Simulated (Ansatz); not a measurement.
```xyz
11

C     1.929    0.550    0.153
O     0.669    0.495    0.776
Mo   -1.055    0.387    0.085
N    -1.557   -1.455   -0.182
O    -1.081    1.153   -1.413
O    -2.121    1.089    1.178
H     2.307   -0.462   -0.021
H     2.622    1.075    0.816
H     1.877    1.082   -0.802
H    -1.487   -1.929   -1.070
H    -2.103   -1.986    0.481
```

The species carries charge 0 and has multiplicity 1. Mo: def2 effective core potential.

Question: List the B3LYP/def2-TZVPP orbital energies in eV (Ansatz). (Best estimate.)

Answer: Ansatz gave: Occupied: -521.31, -521.01, -520.85, -390.08, -278.60, -72.83, -46.06, -45.75, -45.52, -27.76, -25.08, -24.67, -23.47, -18.93, -14.33, -13.64, -13.03, -12.97, -12.40, -11.37, -11.13, -10.64, -10.38, -9.70, -8.81, -8.58, -8.51, -8.00. Lowest empty: -2.06, -1.85, -0.72, -0.42, 0.05, 0.55, 0.74, 0.97.

B3LYP here is the variant with VWN-RPA as its local correlation; programs differ in this.
